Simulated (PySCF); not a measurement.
One of the candidates below gave these computed data.

All candidates are C6H10O2.

- Polarisability: 80.8 au [B3LYP/def2-SVPD]
- UV, strongest line: among the 8 lowest singlet transitions: S7 at 7.26 eV (171 nm, f = 0.346) [TDDFT B3LYP/def2-SVPD]
- Triplet: lowest triplet excitation (Tamm–Dancoff): 4.52 eV [TDA B3LYP/def2-SVPD]
- UV, first state: lowest singlet excitation: 5.90 eV (210 nm, f = 0.001) [TDDFT B3LYP/def2-SVPD]
- Dipole: 1.91 D [B3LYP/def2-SVPD]
- Rotational structure: rotational constants A, B, C: 3.676, 1.099, 1.009 GHz [GFN2-xTB]

Gas-phase values; electronic properties from PySCF, density fitting. Levels stand in brackets. One conformer (not necessarily the lowest) at the GFN2-xTB geometry, without solvent, vibrations or thermal averaging.

Problem. Which candidate is it?
A. `COCC1=CCOC1`
B. `C/C=C/COC(C)=O`
C. `C/C=C\COC(C)=O`

Solution. B. It is `C/C=C/COC(C)=O`. Numbering: `[CH3:1]/[CH:2]=[CH:3]/[CH2:4][O:5][C:6]([CH3:7])=[O:8]`. Its formula, C6H10O2, gives 2 degrees of unsaturation: 0 rings and 2 π bonds in the structure found. The optimised geometry has point group C1 and is an asymmetric top.

The others, at the same levels:
- `C/C=C\COC(C)=O` fails: its computed strongest line among the 8 lowest singlet transitions is S4 at 6.95 eV (178 nm, f = 0.182) (against S7 at 7.26 eV), static isotropic polarisability is 82.5 au (against 80.8 au) and rotational constant A is 6.056 GHz (against 3.676 GHz).
- `COCC1=CCOC1` fails: its computed lowest singlet excitation is 5.66 eV (219 nm, f = 0.073) (against 5.90 eV), lowest triplet excitation (Tamm–Dancoff) is 4.31 eV (against 4.52 eV) and static isotropic polarisability is 79.0 au (against 80.8 au).

Each candidate is one conformer, not necessarily the lowest. Dipoles, sizes and rotational constants follow the conformer. The torsions of the flexible species, by atom-mapped SMILES:
- `[CH3:1]/[CH:2]=[CH:3]/[CH2:4][O:5][C:6]([CH3:7])=[O:8]`: C2–C3–C4–O5 -5°, C3–C4–O5–C6 94°, C4–O5–C6–C7 180°
- `[CH3:1]/[CH:2]=[CH:3]\[CH2:4][O:5][C:6]([CH3:7])=[O:8]`: C2–C3–C4–O5 135°, C3–C4–O5–C6 90°, C4–O5–C6–C7 -178°
- `[CH3:1][O:2][CH2:3][C:4]1=[CH:5][CH2:6][O:7][CH2:8]1`: C1–O2–C3–C4 68°, O2–C3–C4–C5 -121°
